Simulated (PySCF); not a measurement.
**Spinor energies of S¹⁰⁺ (sulfur, charge +10)**

Start: [He] 2s2 2p2; 2p1/2 filled at m_j = -1/2, +1/2. Calculated with PySCF 2.14 in an uncontracted even-tempered set (18 s from 1.4 bohr⁻², ratio 2.4; 11 p from 1.9 bohr⁻², ratio 2.4; 5 d from 7.9 bohr⁻², ratio 2.6; 5 f from 12 bohr⁻², ratio 2.6): generalised Hartree-Fock with the X2C-1e Hamiltonian and a Gaussian nucleus; one run each with spin-orbit coupling (SO) switched off, then screened by Boettger's factors.

```tsv
spinor shell	electrons	ε, spin-free (eV)	ε, screened SO (eV)	weight of nominal j (screened SO)	rms radius, screened SO (bohr)
1s1/2	2	-2899.6	-2899.5	1.000	0.111
2s1/2	2	-538.08	-538.05	1.000	0.467
2p1/2	2	-506.31	-506.57	0.560	0.415
```

```json
{"quantity": "E (hartree)", "spin-free": "-335.96613", "screened SO": "-335.98999"}
{"quantity": "M_J", "spin-free": "0", "screened SO": "0"}
{"quantity": "⟨J²⟩", "spin-free": "2.001", "screened SO": "1.742"}
{"quantity": "⟨L²⟩", "spin-free": "2.000", "screened SO": "1.990"}
{"quantity": "⟨S²⟩", "spin-free": "2.000", "screened SO": "1.990"}
```

The determinant has a definite M_J but mixes levels of different J.

Each row is a mean over spinors that exchange with the open shell spreads, by up to 23.476 eV (2s1/2).

Rows whose weight is well below 1 are mixtures of j = l ± 1/2: exchange outweighs spin-orbit coupling there, and the label is only the starting occupation.

Without spin-orbit coupling the j labels of p, d and f shells carry no meaning; the spin-free column gives the mean over the occupied spinors of each nl shell.
